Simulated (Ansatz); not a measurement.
Z-matrix (Å, degrees):
```
Ga
Si 1 2.709
As 1 2.838 2 76.6
B 1 2.222 2 43.0 3 -37.4
H 1 1.570 2 96.8 3 101.9
H 1 1.564 2 135.8 3 -103.4
C 2 1.865 1 101.4 3 -90.8
H 2 1.488 1 116.9 3 148.4
H 3 1.522 1 79.9 2 77.8
H 3 1.548 1 56.0 2 177.9
H 4 1.194 1 107.2 2 -120.7
H 7 1.091 2 111.1 1 45.6
H 7 1.094 2 109.6 1 165.3
H 7 1.092 2 111.2 1 -75.6
```

The species carries charge 0 and has multiplicity 1. The bonds changed during the relaxation, so this is another structure than the one it started from.

Q: List the CAM-B3LYP/def2-TZVPP orbital energies in eV (the Gaussian-basis code of Ansatz). (An estimate is asked.)

A: Ansatz gave: Occupied: -11590.13, -10139.45, -1801.07, -1466.86, -1311.47, -1311.45, -1311.44, -1251.12, -1108.41, -1108.33, -1108.30, -278.84, -192.31, -185.16, -151.39, -145.68, -139.54, -139.48, -139.41, -104.86, -104.65, -104.59, -101.09, -100.97, -100.91, -46.76, -46.73, -46.67, -46.64, -46.61, -24.65, -24.57, -24.49, -24.43, -24.40, -21.78, -20.08, -16.86, -14.33, -13.77, -13.55, -13.26, -12.07, -11.33, -10.49, -10.34, -9.74, -8.86, -7.71. Lowest empty: -0.70, 0.40, 1.02, 1.16, 1.80, 2.17, 2.44, 2.55.
